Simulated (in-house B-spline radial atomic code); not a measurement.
# RPA and G0W0 on TPSS: Zn XIX (Zn18+)

Configuration [Ne] 3s2, mean-field start TPSS. Computed with a B-spline radial code for spherical atoms: all electrons, scalar-relativistic (spin-free one-electron X2C), finite nucleus, each spin shell either full or empty, empty states to l = 9 with an (l + 1/2)⁻⁴ tail; G0W0 by contour deformation at full frequency.

Command:
```bash
python run_gw.py task.json out
```
Settings (radii: box in bohr, nucleus in fm):
```
Z                        30
electrons                12
configuration            [Ne] 3s2
hamiltonian              x2c
method                   tpss,tpss
lmax                     9
rms_radius               3.9283
spin_polarised           False
box_radius               4.4
intervals                64
ion_configuration        [Ne] 3s1
```

Run time, properties included: 3 s on 1 thread of Arm Neoverse N1, with other jobs on the host.

Energies (hartree):

```tsv
term	value
mean-field total	-1621.46867
Hartree-Fock functional on these orbitals	-1620.86980
direct second order	-0.98943
second-order exchange	0.37355
SOSEX correction	0.33459
```

Question: What is the RPA correlation energy, and what remains with SOSEX?

Answer: RPA gives -0.88985 hartree (-2.02 eV per electron); RPA + SOSEX gives -0.55526, and the second-order doubles -0.61588 hartree (no singles). RPA lacks exchange-type terms and so overcorrelates at short range.

Quasi-particle levels (eV):

| level | occupied | mean field | Σx - vxc | Σc | QP weight | G0W0 |
| --- | --- | --- | --- | --- | --- | --- |
| 3s | yes | -679.55 | -14.29 | ? | ? | ? |
| 2p | yes | -1688.93 | -57.51 | 4.13 | 0.986 | -1742.31 |
| 2s | yes | -1839.49 | -72.53 | 4.48 | 0.971 | -1907.53 |
| 1s | yes | -10242.29 | -197.59 | 30.20 | 0.960 | -10409.68 |
| 3p | no | -632.71 | 20.17 | -3.00 | 0.968 | -615.54 |

G0W0 = mean field + (Σx - vxc) + Σc, with Σc (partial-wave tail included) taken at the quasi-particle energy.

Question: Where does G0W0 put 3s?

Answer: At -698.19 eV, with Σc = -4.35 eV and a quasi-particle weight of 0.974. The tabulated removal energy is 697.5 ± 0.7 eV (NIST, semi-empirical); the calculation leaves out spin-orbit coupling, Breit and QED terms, and what these don't explain is the method's own error.

Question: What does it cost to remove one electron (to [Ne] 3s1) by differences of total energies, each species on its own start (correlation terms add to the Hartree-Fock functional)?

Answer: TPSS 696.23 eV, Hartree-Fock functional 693.60 eV, + RPA 697.92 eV, + RPA + SOSEX 696.72 eV, + second order 697.76 eV. Tabulated: 697.5 ± 0.7 eV (NIST, semi-empirical); the calculation leaves out spin-orbit coupling, Breit and QED terms, and what these don't explain is the method's own error.
